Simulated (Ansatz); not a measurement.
Reaction (formal exchange of groups at the Si–O bond): `CC(=S)O[SiH2]O` + `O/C=C\Cl` → `O/C=C(\Cl)[SiH2]O` + `CC(O)=S`

Isolated molecules relaxed with PBE0-D4/def2-TZVP in Ansatz; ΔE leaves out vibrations. CCSD(T)/CBS is the MP2 limit (def2-TZVPP, def2-QZVPP) plus CCSD(T) − MP2 in def2-TZVPP, frozen cores. Double bonds are as drawn, so ΔE can hold a change between cis and trans. Functionals use def2-TZVPP. One conformer a species, not always the lowest.

| level | ΔE (kcal/mol) |
| --- | --- |
| r2SCAN-D4 | 11.6 |
| B2PLYP | 13.2 |
| HF/CBS(def2) | 15.9 |
| CCSD/CBS(def2) | 13.6 |

Q: What does CCSD(T)/CBS give? (Estimate.)

A: Ansatz gave: +13.0 kcal/mol. The listed levels differ from it by -1.4, 0.2, 2.9, 0.6 kcal/mol.

Largest T1 diagnostic among the species: 0.017.

In def2-TZVPP, CCSD(T) changes the Hartree–Fock value by −2.3 kcal/mol (the triples alone add −0.6 kcal/mol) and MP2 by −2.6 kcal/mol. From PBE to PBE0 (25 % exact exchange), in def2-TZVPP and without D4, ΔE moves by +1.1 kcal/mol.
